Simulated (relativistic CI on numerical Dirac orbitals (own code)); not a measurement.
Method of calculation: Dirac-Coulomb-Breit CI, KLI orbitals optimised for each configuration, model QED, valence Slater integrals scaled by 0.9, P86 correlation estimate, and configurations built on the next ion tied to the tabulated ionisation energy (semi-empirical) (own radial code, finite nucleus).

Configuration list (outside the closed core [Kr] 4d10): 4f14 5s2 5p6, 4f13 5s2 5p6 5d, 4f13 5s2 5p6 6s, 4f13 5s2 5p6 6p, 4f13 5s2 5p6 6d, 4f13 5s2 5p6 7s, 4f13 5s2 5p6 5f, 4f13 5s2 5p6 6f, 4f14 5s2 5p5 5d, 4f12 5s2 5p6 5d2, 4f14 5s2 5p4 5d2, 4f14 5s2 5p5 5f, 4f14 5s 5p6 5d, 4f14 5s2 5p5 6s, 4f14 5s2 5p5 5g, 4f13 5s2 5p5 5d2, 4f14 5s2 5p5 6p, 4f14 5s 5p6 5f, 4f14 5s2 5p4 5f2, 4f12 5s2 5p6 5f2, 4f14 5p6 5d2, 4f14 5s2 5p5 6d, 4f14 5s 5p6 5g, 4f13 5s2 5p6 7p. Levels of other configurations are missing.

Configurations that consist of the next ion and one excited electron were tied to the tabulated ionisation energy; Rydberg ones are usually within 1,000 to 3,000 cm⁻¹ and the lowest ones within about 6,000 (9,000 in d shells), while levels on excited terms of the next ion carry the error of that term, and the other configurations can be misplaced by 10,000 cm⁻¹ or more. Rates follow the energies as ν³ (E1, M1) or ν⁵ (E2), so rates, branching and lifetimes can be off by large factors. Levels and lines within the n = 5 or 6 shells can be off by up to 10 % or somewhat more, and those that change n by about 2 %, since core polarisation is missing. Levels that differ in their count of f electrons can be misplaced by several ten thousand cm⁻¹, since the correlation energy of f electrons is missing or only estimated; rates across such gaps can be off by orders of magnitude.

Outline of the computed level scheme of W VII. Lowest level of each configuration: 4f14 5s2 5p6 1S_0 at 0.0000 eV; 4f13 5s2 5p6 5d 3P°_2 at 38.9251 eV; 4f14 5s2 5p5 5d 3P°_0 at 41.2578 eV; 4f13 5s2 5p6 6s 3F°_4 at 55.3224 eV; 4f14 5s2 5p5 6s 3P°_2 at 58.3612 eV; 4f13 5s2 5p6 6p 3D_3 at 64.5394 eV.

Some strong electric-dipole decays among the lowest 45 levels: 4f13 5s2 5p6 6p 3G_5 → 4f13 5s2 5p6 5d 3H°_6 (7.2e+09 s⁻¹); 4f13 5s2 5p6 6p 3G_4 → 4f13 5s2 5p6 5d 3H°_5 (6.0e+09 s⁻¹); 4f13 5s2 5p6 6p 3G_3 → 4f13 5s2 5p6 5d 3H°_4 (3.6e+09 s⁻¹); 4f13 5s2 5p6 6p 3D_3 → 4f13 5s2 5p6 5d 3P°_2 (3.5e+09 s⁻¹); 4f13 5s2 5p6 6p 3D_3 → 4f13 5s2 5p6 5d 3D°_3 (3.4e+09 s⁻¹); 4f13 5s2 5p6 6p 3G_5 → 4f13 5s2 5p6 6s 3F°_4 (2.9e+09 s⁻¹); 4f13 5s2 5p6 6p 3G_4 → 4f13 5s2 5p6 5d 3F°_4 (2.3e+09 s⁻¹); 4f13 5s2 5p6 6p 3D_3 → 4f13 5s2 5p6 5d 3F°_4 (2.1e+09 s⁻¹).

LS names give the leading component of a level, which can be under half, so a name can repeat, a term be missing and a line seem to break the LS rules.
